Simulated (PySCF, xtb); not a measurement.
2-hydroxy-3H-oxaborole (C3H5BO2), SMILES OB1CC=CO1.

GFN2-xTB (xtb 6.7.1) at its own geometry gives an orbital gap of 4.81 eV and a dipole moment of 2.68 D.

Coordinates come from a PBE-D3(BJ)/def2-SVP optimisation. Other conformers were not sampled.

Q: What does PBE/def2-TZVP in PySCF give? (The exact figures need the calculation; the answer reports its results.)

A: gap 4.71 eV (levels -5.49 and -0.78 eV), dipole 2.38 D.
